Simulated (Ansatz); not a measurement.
Ansatz (a quantum-chemistry and plane-wave program) input for Ti(Cl)3(OH) (Cl3HOTi), SMILES [Cl][Ti]([Cl])([OH])[Cl], multiplicity 1, PBE0/def2-TZVPD. Geometry: r2SCAN-D4/def2-SVP. A frequency run showed that this geometry is not a minimum. The multiplicity is an assumed one; no other spin state was optimised. The isomer is the one that the SMILES or the coordinates give; other isomers of the formula were not compared. One conformer was computed; it need not be the lowest.

Ansatz 0.2 input:
```yaml
crystal:
  periodic: [false, false, false]
  atoms:
    - {symbol: Ti, position_ang: [0.00000000, 0.00000000, 0.24685785]}
    - {symbol: Cl, position_ang: [-1.78676789, -1.03159092, -0.47390515]}
    - {symbol: Cl, position_ang: [0.00000000, 2.06318184, -0.47390516]}
    - {symbol: Cl, position_ang: [1.78676789, -1.03159092, -0.47390515]}
    - {symbol: O, position_ang: [-0.00000000, 0.00000000, 1.97489320]}
    - {symbol: H, position_ang: [-0.00000000, 0.00000001, 2.93914457]}
basis:
  gaussian:
    orbitals: def2-TZVPD
hamiltonian:
  xc: {name: PBE0}
```

Log of the run:

```
WARN ansatz: RAYON_NUM_THREADS=2 ignored (pool sized by the plan → 2); use --threads N
Functional definition: PBE0
integrals: 0.26 GiB planned
1649 factors; their error is unknown
mean field: 2.04 GiB planned
mean field evaluation 1: about -62729.5626 eV, gradient 6.1e1 eV
mean field evaluation 2: about -62635.6166 eV, gradient 2.5e2 eV
mean field evaluation 4: about -62732.8390 eV, gradient 3.8e1 eV
mean field evaluation 8: about -62735.6549 eV, gradient 5.8e-2 eV
mean field evaluation 16: about -62735.8522 eV, gradient 7.9e-5 eV
mean field -62735.85217841 eV, -2305.5000436688 hartree, gradient 7.8e-5 eV, S^2 0.000000; 0 other end points of the search recorded, 0 dependent functions left out
reference -62735.85224121 eV, -2305.5000459765 hartree; 41, 41 occupied and 194, 194 virtual orbitals, 1649 factors
Total energy: -62735.85224121 eV, -2305.5000459765 hartree
```

The calculation finished and met its thresholds.

Cost: about 13 core-seconds (a rough figure).
